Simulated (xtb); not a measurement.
F3Sc, triplet, at a GFN2-xTB geometry (such geometries of metal compounds can be far from the true shape) (the multiplicity is a formal guess). Base run: xtb 6.7.1 with GFN2-xTB.

xtb was given this input:
```
$ xtb mol.xyz --gfn 2 --uhf 2 --json

# file mol.xyz
4

Sc    -0.00000000     0.00000000    -0.00000000
F     -1.56022411    -0.96698077     0.06599949
F     -0.00103303     1.69838251    -0.69943035
F      1.56125715    -0.73140173     0.63343086
```

The base run was repeated with changes; each row names its change, and settings that it needs were set with it.

```csv
change,ΔE vs base (mEh),SCF cycles
base,0.000,12
gbsa = toluene,-7.975,12
acc = 1000,0.032,12
acc = 30,0.000,13
etemp = 10000,-165.9,12
file = coord,0.000,12
```

ALPB and GBSA are two models with their own fitted parameters for each solvent, which aren't always the measured dielectric constant.
